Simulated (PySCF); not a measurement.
**Excitation energy of Bi by level of theory**

Bi [Xe] 4f14 5d10 6s2 6p3 (4S) → Bi [Xe] 4f14 5d10 6s1 6p4 (4P), as a difference of total energies. All numbers are calculated (PySCF 2.14, scalar relativity by spin-free X2C-1e, in aug-cc-pwCVTZ-DK3 with one added diffuse shell each of s, d, f type (12s10p9d6f1g, 138 functions)). The calculations carry no spin-orbit coupling.

```tsv
method	excitation energy (eV)
UHF	9.227
M06-L	9.464
B3LYP	9.810
```

Spin-orbit coupling is strong in these open shells (close to jj coupling). The scalar numbers leave it out and a first-order estimate fails, so it can dominate the gap to the real levels.

The upper state lies above the first ionisation limit, where it may autoionise and the basis confines it.
